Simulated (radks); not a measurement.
Values are calculated unless marked as measured or tabulated.
Trend from N+ to Bi+: ionisation energy by Delta-SCF between NIST ground configurations, and size. Level of theory: scalar-relativistic Kohn-Sham, LDA (Slater exchange, Perdew-Wang correlation), spin-polarised, spherical densities, finite nucleus; open shells are filled with parallel spins first (spin-orbit coupling, left out, can overturn this in heavy ions); Fermi nuclear charge, rms radius of each element as measured or else 0.836 A^(1/3) + 0.57 fm (a radial shooting solver on a logarithmic mesh with Libxc functionals).

species      configuration  configuration of the ion  IE (eV)  NIST (eV)       kind  outermost  <r> outermost (bohr)
N+            [He] 2s2 2p2              [He] 2s2 2p1   30.159     29.601  semi-emp.         2s                  1.28
P+            [Ne] 3s2 3p2              [Ne] 3s2 3p1   19.858     19.769  semi-emp.         3p                  2.11
As+      [Ar] 3d10 4s2 4p2         [Ar] 3d10 4s2 4p1   18.692     18.589       exp.         4p                  2.29
Sb+      [Kr] 4d10 5s2 5p2         [Kr] 4d10 5s2 5p1   16.686      16.63       exp.         5p                  2.64
Bi+               [Hg] 6p2                  [Hg] 6p1   15.971     16.703       exp.         6p                  2.77

Reference values: NIST Atomic Spectra Database (exp. = measured, semi-emp. = semi-empirical, theory = theoretical value adopted there). Open shells are spherical and high-spin; term and fine-structure splittings are not resolved. Spin-orbit splitting is averaged out at the scalar-relativistic level.
